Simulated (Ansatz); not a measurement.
C₂H₁₀GeSi (`[SiH3]C[CH2][GeH3]`), relaxed with RKS PBE0-D4/def2-TZVP in the Gaussian-basis code of Ansatz from a PBE-D4/def2-SVP geometry. The force threshold is 0.005 eV/Å; the program also tests the step.

The species carries charge 0 and has multiplicity 1.

Start:

```xyz
14

Si    1.005   -1.950   -0.810
C     0.470   -0.138   -0.604
C    -0.465    0.088    0.594
Ge   -1.010    1.977    0.818
H    -0.203   -2.829   -1.001
H     1.915   -2.117   -2.000
H     1.735   -2.417    0.423
H    -0.014    0.182   -1.553
H     1.392    0.478   -0.513
H     0.015   -0.233    1.543
H    -1.392   -0.516    0.497
H    -1.743    2.465   -0.462
H     0.251    2.862    1.029
H    -1.956    2.146    2.039
```

**Question.** By how much does the energy fall, and how many steps does the optimiser take? (An estimate is asked.)

**Answer.** Ansatz gave: 3.88 kJ/mol, in 5 steps.

**Question.** Which bonds change most? (An estimate is asked.)

**Answer.** The calculation gave: Si1–C2 from 1.900 to 1.879 Å; Si1–H7 from 1.507 to 1.489 Å; Si1–H5 from 1.507 to 1.489 Å; Si1–H6 from 1.507 to 1.489 Å.

**Question.** Give the relaxed structure. (Estimate.)

**Answer.** The calculation gave: 
```xyz
14

Si    0.993   -1.928   -0.803
C     0.472   -0.133   -0.604
C    -0.458    0.081    0.592
Ge   -1.002    1.954    0.811
H    -0.208   -2.787   -0.992
H     1.894   -2.105   -1.974
H     1.705   -2.388    0.421
H    -0.010    0.191   -1.533
H     1.377    0.478   -0.506
H     0.023   -0.238    1.521
H    -1.365   -0.521    0.491
H    -1.731    2.432   -0.460
H     0.247    2.833    1.014
H    -1.938    2.129    2.020
```
